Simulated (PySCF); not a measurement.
SMILES C(F)(F)(c1ccc(cc1)C=C)F, singlet, GFN2-xTB optimised geometry.

```
19

C     -1.13    -3.13    -0.01
C     -1.59    -1.88     0.00
C     -0.80    -0.66     0.00
C     -1.46     0.57     0.00
C     -0.76     1.76     0.00
C      0.63     1.74     0.00
C      1.38     3.03     0.02
F      2.66     2.91    -0.37
F      0.83     3.97    -0.78
F      1.42     3.58     1.26
C      1.31     0.53     0.00
C      0.60    -0.66     0.00
H     -0.08    -3.36    -0.02
H     -1.80    -3.97    -0.01
H     -2.66    -1.72     0.00
H     -2.54     0.60     0.00
H     -1.28     2.71     0.00
H      2.39     0.51     0.00
H      1.14    -1.59     0.00
```

Density from CAM-B3LYP/def2-SVP (PySCF) at that geometry.

Minimum of the electron density along straight lines between bonded atoms, close to the bond critical point (lines longer than 1.1 times the sum of covalent radii, or with two minima, are not listed):

```csv
bond,length / Å,ρ at the minimum / e bohr⁻³,∇²ρ there / e bohr⁻⁵,position (fraction from the first atom)
C1–C2,1.328,0.345,-0.93,0.50
C2–C3,1.458,0.278,-0.70,0.50
C3–C4,1.397,0.309,-0.79,0.50
C4–C5,1.380,0.317,-0.83,0.50
C5–C6,1.389,0.311,-0.79,0.50
C6–C7,1.500,0.273,-0.72,0.46
C7–F8,1.341,0.275,-0.22,0.34
C7–F9,1.344,0.274,-0.25,0.34
C7–F10,1.350,0.272,-0.29,0.34
C6–C11,1.389,0.311,-0.79,0.51
C3–C12,1.396,0.309,-0.79,0.50
C11–C12,1.380,0.317,-0.83,0.50
C1–H13,1.076,0.284,-1.10,0.64
C1–H14,1.076,0.284,-1.11,0.64
C2–H15,1.083,0.283,-1.09,0.63
C4–H16,1.080,0.284,-1.10,0.64
C5–H17,1.079,0.286,-1.12,0.64
C11–H18,1.079,0.286,-1.12,0.64
C12–H19,1.078,0.286,-1.11,0.64
```
